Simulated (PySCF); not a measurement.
C2H2Cl2F2, SMILES C(F)(C(Cl)Cl)F. Coordinates come from a PBE0-D3(BJ)/def2-SVP optimisation. Other conformers were not sampled.

All values below come from PBE0-D3(BJ)/def2-SVP run with PySCF.

Harmonic wavenumbers (cm⁻¹): 83, 193, 208, 276, 393, 554, 677, 758, 846, 997, 1169, 1218, 1228, 1290, 1396, 1419, 3096, 3162. Rotational constants (GHz): 2.671, 1.908, 1.366; symmetry number 1.

Task: Work out the zero-point energy and the ideal-gas rigid-rotor harmonic-oscillator thermochemistry at 298.15 K and 1 atm.

Result: ZPE = ½ Σ hcν = ½ × 18963 cm⁻¹ = 113.42 kJ/mol. H − E(el) = 131.83 kJ/mol. Entropy in J/(mol K): translation 169.92, rotation 118.10, vibration 50.96, total 338.97. G − E(el) = 30.76 kJ/mol. Cp = 89.72 J/(mol K). Modes under 150 cm⁻¹ make the vibrational entropy uncertain.
